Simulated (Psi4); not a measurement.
Input file for Psi4: SAPT0/aug-cc-pVDZ on C2H6Ge (a complex), monomers drawn apart or pushed together.

```
memory 2025 MB

molecule dimer {
0 1
C     0.60878869    0.32711738   -0.00530544
C    -0.56063943    0.07344282   -0.02098709
H     1.64718112    0.55186810    0.01357255
H    -1.59899138   -0.15205459   -0.03260470
--
0 1
Ge   -0.02673749   -0.21409866    4.26795222
H    -0.96207208    0.93672863    3.87350159
H     1.39922862    0.08995551    3.78756111
H    -0.51718592   -1.52356198    3.63566299
H    -0.02294721   -0.36155591    5.79958135
units angstrom
symmetry c1
no_reorient
no_com
}

set {
  basis aug-cc-pVDZ
  scf_type df
  freeze_core true
}

energy('sapt0')
```

Program output:

```
[...]
==> Input File <==

--------------------------------------------------------------------------
memory 2025 MB

molecule dimer {
0 1
C     0.60878869    0.32711738   -0.00530544
C    -0.56063943    0.07344282   -0.02098709
H     1.64718112    0.55186810    0.01357255
H    -1.59899138   -0.15205459   -0.03260470
--
0 1
Ge   -0.02673749   -0.21409866    4.26795222
H    -0.96207208    0.93672863    3.87350159
H     1.39922862    0.08995551    3.78756111
H    -0.51718592   -1.52356198    3.63566299
H    -0.02294721   -0.36155591    5.79958135
units angstrom
symmetry c1
no_reorient
no_com
}

set {
  basis aug-cc-pVDZ
  scf_type df
  freeze_core true
}

energy('sapt0')
--------------------------------------------------------------------------


   => Loading Basis Set <=

    Name: AUG-CC-PVDZ
    Role: ORBITAL
    Keyword: BASIS
    atoms 1-2      entry C          line   182 file aug-cc-pvdz.gbs
    atoms 3-4, 6-9 entry H          line    40 file aug-cc-pvdz.gbs
    atoms 5        entry GE         line  2999 file aug-cc-pvdz.gbs

   => Loading Basis Set <=

    Name: AUG-CC-PVDZ
    Role: ORBITAL
    Keyword: BASIS
    atoms 1-2      entry C          line   182 file aug-cc-pvdz.gbs
    atoms 3-4, 6-9 entry H          line    40 file aug-cc-pvdz.gbs
    atoms 5        entry GE         line  2999 file aug-cc-pvdz.gbs


  //>>>>>>>>>>>>>>>>>>>>>>>>>>>>>>>>>>>//
  //              Dimer HF             //
  //<<<<<<<<<<<<<<<<<<<<<<<<<<<<<<<<<<<//

   => Libint2 <=

    Primary   basis highest AM E, G, H:  7, 6, 3
    Auxiliary basis highest AM E, G, H:  7, 7, 4
    Onebody   basis highest AM E, G, H:  -, -, -
    Solid Harmonics ordering:            Gaussian


   => Loading Basis Set <=

    Name: AUG-CC-PVDZ
    Role: ORBITAL
    Keyword: BASIS
    atoms 1-2      entry C          line   182 file aug-cc-pvdz.gbs
    atoms 3-4, 6-9 entry H          line    40 file aug-cc-pvdz.gbs
    atoms 5        entry GE         line  2999 file aug-cc-pvdz.gbs


         ---------------------------------------------------------
                                   SCF
               by Justin Turney, Rob Parrish, Andy Simmonett
                          and Daniel G. A. Smith
                              RHF Reference
                        1 Threads,   1931 MiB Core
         ---------------------------------------------------------

  ==> Geometry <==

    Molecular point group: c1
    Full point group: C1

    Geometry (in Angstrom), charge = 0, multiplicity = 1:

       Center              X                  Y                   Z               Mass
    ------------   -----------------  -----------------  -----------------  -----------------
         C            0.608788690000     0.327117380000    -0.005305440000    12.000000000000
         C           -0.560639430000     0.073442820000    -0.020987090000    12.000000000000
         H            1.647181120000     0.551868100000     0.013572550000     1.007825032230
         H           -1.598991380000    -0.152054590000    -0.032604700000     1.007825032230
         GE          -0.026737490000    -0.214098660000     4.267952220000    73.921177761000
         H           -0.962072080000     0.936728630000     3.873501590000     1.007825032230
         H            1.399228620000     0.089955510000     3.787561110000     1.007825032230
         H           -0.517185920000    -1.523561980000     3.635662990000     1.007825032230
         H           -0.022947210000    -0.361555910000     5.799581350000     1.007825032230

  Running in c1 symmetry.

  Rotational constants: A =      0.78211  B =      0.01178  C =      0.01167 [cm^-1]
  Rotational constants: A =  23447.14812  B =    353.15147  C =    349.88986 [MHz]
  Nuclear repulsion =  131.013805968306855

  Charge       = 0
  Multiplicity = 1
  Electrons    = 50
  Nalpha       = 25
  Nbeta        = 25

  ==> Algorithm <==

  SCF Algorithm Type is DF.
  DIIS enabled.
  MOM disabled.
  Fractional occupation disabled.
  Guess Type is SAD.
  Energy threshold   = 1.00e-08
  Density threshold  = 1.00e-08
  Integral threshold = 1.00e-12

  ==> Primary Basis <==

  Basis Set: AUG-CC-PVDZ
    Blend: AUG-CC-PVDZ
    Number of shells: 62
    Number of basis functions: 136
    Number of Cartesian functions: 143
    Spherical Harmonics?: true
    Max angular momentum: 2

   => Loading Basis Set <=

    Name: (AUG-CC-PVDZ AUX)
    Role: JKFIT
    Keyword: DF_BASIS_SCF
    atoms 1-2      entry C          line   154 file aug-cc-pvdz-jkfit.gbs
    atoms 3-4, 6-9 entry H          line    70 file aug-cc-pvdz-jkfit.gbs
    atoms 5        entry GE         line  1047 file aug-cc-pvdz-jkfit.gbs

  ==> Integral Setup <==

  DFHelper Memory: AOs need 0.081 GiB; user supplied 1.414 GiB.
  SCF_SUBTYPE=INCORE selected. In-core MEM_DF algorithm will be used.
  Using in-core AOs.

  ==> MemDFJK: Density-Fitted J/K Matrices <==

    J tasked:                   Yes
    K tasked:                   Yes
    wK tasked:                   No
    OpenMP threads: 
[...]
82537   129A      3.649399
     130A      3.968395   131A      3.971012   132A      4.598757
     133A      5.928607   134A      6.448578   135A     18.591564
     136A     18.853474

    Final Occupation by Irrep:
              A
    DOCC [    18 ]
    NA   [    18 ]
    NB   [    18 ]

  @DF-RHF Final Energy: -2077.11555990283159

   => Energetics <=

    Nuclear Repulsion Energy =             45.3714000981143926
    One-Electron Energy =               -2986.3333964871762873
    Two-Electron Energy =                 863.8464364862302318
    Total Energy =                      -2077.1155599028315919

Computation Completed


Properties will be evaluated at   0.000000,   0.000000,   0.000000 [a0]

Properties computed using the SCF density matrix


 Multipole Moments:

 ------------------------------------------------------------------------------------
     Multipole            Electronic (a.u.)      Nuclear  (a.u.)        Total (a.u.)
 ------------------------------------------------------------------------------------

 L = 1.  Multiply by 2.5417464519 to convert [e a0] to [Debye]
 Dipole X            :          1.8096916           -1.8114466           -0.0017550
 Dipole Y            :         14.5699588          -14.5690153            0.0009435
 Dipole Z            :       -290.4070045          290.3956841           -0.0113204
 Magnitude           :                                                    0.0114944

 ------------------------------------------------------------------------------------

  Constructing Basis Sets for SAPT...

   => Loading Basis Set <=

    Name: (AUG-CC-PVDZ AUX)
    Role: RIFIT
    Keyword: DF_BASIS_SAPT
    atoms 1-2      entry C          line   112 file aug-cc-pvdz-ri.gbs
    atoms 3-4, 6-9 entry H          line    30 file aug-cc-pvdz-ri.gbs
    atoms 5        entry GE         line   760 file aug-cc-pvdz-ri.gbs

   => Loading Basis Set <=

    Name: (AUG-CC-PVDZ AUX)
    Role: JKFIT
    Keyword: DF_BASIS_ELST
    atoms 1-2      entry C          line   154 file aug-cc-pvdz-jkfit.gbs
    atoms 3-4, 6-9 entry H          line    70 file aug-cc-pvdz-jkfit.gbs
    atoms 5        entry GE         line  1047 file aug-cc-pvdz-jkfit.gbs


  //>>>>>>>>>>>>>>>>>>>>>>>>>>>>>>>>>>>//
  //               SAPT0               //
  //<<<<<<<<<<<<<<<<<<<<<<<<<<<<<<<<<<<//



        SAPT0
    Ed Hohenstein
     6 June 2009

      Orbital Information
  --------------------------
    NSO        =       136
    NMO        =       136
    NRI        =       412
    NRI (Elst) =       558
    NOCC A     =         7
    NOCC B     =        18
    FOCC A     =         2
    FOCC B     =         9
    NVIR A     =       129
    NVIR B     =       118

    Elst10,r            =    -0.000658400676 [Eh]
    Exch10              =     0.000658550937 [Eh]
    Exch10 (S^2)        =     0.000658041617 [Eh]

    Maxiter = 50
    CPHF R converge = 1.000000E-08

    Iter     Energy [mEh]          dE [mEh]         Residual      Time [s]
       1      -0.24873660       0.248736597     1.640232e-03             0
       2      -0.29478147       0.046044878     2.711014e-04             0
       3      -0.29340304      -0.001378435     1.010035e-04             0
       4      -0.29316351      -0.000239534     3.271903e-05             0
       5      -0.29322086       0.000057353     8.211805e-06             0
       6      -0.29325985       0.000038994     2.667234e-06             0
       7      -0.29324303      -0.000016822     1.409502e-06             0
       8      -0.29324671       0.000003680     4.009339e-07             0
       9      -0.29324805       0.000001343     8.994659e-08             0
      10      -0.29324768      -0.000000376     1.576082e-08             0
      11      -0.29324773       0.000000048     1.781935e-09             0

    CHF Iterations converged

    Maxiter = 50
    CPHF R converge = 1.000000E-08

    Iter     Energy [mEh]          dE [mEh]         Residual      Time [s]
       1      -0.06363682       0.063636816     9.371222e-04             0
       2      -0.07194938       0.008312564     1.788504e-04             1
       3      -0.07243965       0.000490267     4.795454e-05             1
       4      -0.07231588      -0.000123767     8.576246e-06             1
       5      -0.07229256      -0.000023321     1.475832e-06             1
       6      -0.07230030       0.000007741     2.470351e-07             1
       7      -0.07229940      -0.000000895     4.101132e-08             1
       8      -0.07229949       0.000000086     5.102848e-09             1

    CHF Iterations converged

    Ind20,r (A<-B)      =    -0.000293247725 [Eh]
    Ind20,r (B<-A)      =    -0.000072299489 [Eh]
    Ind20,r             =    -0.000365547215 [Eh]
    Exch-Ind20,r (A<-B) =     0.000270885129 [Eh]
    Exch-Ind20,r (B<-A) =     0.000033302143 [Eh]
    Exch-Ind20,r        =     0.000304187271 [Eh]
    Disp20              =    -0.001368363110 [Eh]
    Disp20 (SS)         =    -0.000684181555 [Eh]
    Disp20 (OS)         =    -0.000684181555 [Eh]
    Exch-Disp20         =     0.000080014925 [Eh]
    Exch-Disp20 (SS)    =     0.000054738921 [Eh]
    Exch-Disp20 (OS)    =     0.000025276004 [Eh]

    SAPT Results
  --------------------------------------------------------------------------------------------------------
    Electrostatics                 -0.65840068 [mEh]      -0.41315266 [kcal/mol]      -1.72863074 [kJ/mol]
      Elst10,r                     -0.65840068 [mEh]      -0.41315266 [kcal/mol]      -1.72863074 [kJ/mol]

    Exchange                        0.65855094 [mEh]       0.41324695 [kcal/mol]       1.72902525 [kJ/mol]
      Exch10                        0.65855094 [mEh]       0.41324695 [kcal/mol]       1.72902525 [kJ/mol]
      Exch10(S^2)                   0.65804162 [mEh]       0.41292735 [kcal/mol]       1.72768803 [kJ/mol]

    Induction                      -0.10737588 [mEh]      -0.06737938 [kcal/mol]      -0.28191532 [kJ/mol]
      Ind20,r                      -0.36554721 [mEh]      -0.22938434 [kcal/mol]      -0.95974408 [kJ/mol]
      Exch-Ind20,r                  0.30418727 [mEh]       0.19088039 [kcal/mol]       0.79864357 [kJ/mol]
      delta HF,r (2)               -0.04601593 [mEh]      -0.02887543 [kcal/mol]      -0.12081481 [kJ/mol]

    Dispersion                     -1.28834818 [mEh]      -0.80845069 [kcal/mol]      -3.38255769 [kJ/mol]
      Disp20                       -1.36836311 [mEh]      -0.85866082 [kcal/mol]      -3.59263685 [kJ/mol]
      Exch-Disp20                   0.08001493 [mEh]       0.05021012 [kcal/mol]       0.21007916 [kJ/mol]
      Disp20 (SS)                  -0.68418156 [mEh]      -0.42933041 [kcal/mol]      -1.79631843 [kJ/mol]
      Disp20 (OS)                  -0.68418156 [mEh]      -0.42933041 [kcal/mol]      -1.79631843 [kJ/mol]
      Exch-Disp20 (SS)              0.05473892 [mEh]       0.03434919 [kcal/mol]       0.14371702 [kJ/mol]
      Exch-Disp20 (OS)              0.02527600 [mEh]       0.01586093 [kcal/mol]       0.06636214 [kJ/mol]

  Total HF                         -0.10722561 [mEh]      -0.06728509 [kcal/mol]      -0.28152081 [kJ/mol]
  Total SAPT0                      -1.39557380 [mEh]      -0.87573578 [kcal/mol]      -3.66407850 [kJ/mol]

  Special recipe for scaled SAPT0 (see Manual):
    Electrostatics sSAPT0          -0.65840068 [mEh]      -0.41315266 [kcal/mol]      -1.72863074 [kJ/mol]
    Exchange sSAPT0                 0.65855094 [mEh]       0.41324695 [kcal/mol]       1.72902525 [kJ/mol]
    Induction sSAPT0               -0.10666901 [mEh]      -0.06693582 [kcal/mol]      -0.28005945 [kJ/mol]
    Dispersion sSAPT0              -1.28816225 [mEh]      -0.80833401 [kcal/mol]      -3.38206952 [kJ/mol]
  Total sSAPT0                     -1.39468100 [mEh]      -0.87517554 [kcal/mol]      -3.66173446 [kJ/mol]
  --------------------------------------------------------------------------------------------------------



*** Psi4 exiting successfully. Buy a developer a beer!
```

The run finished.

Cost: roughly 21 core-seconds.
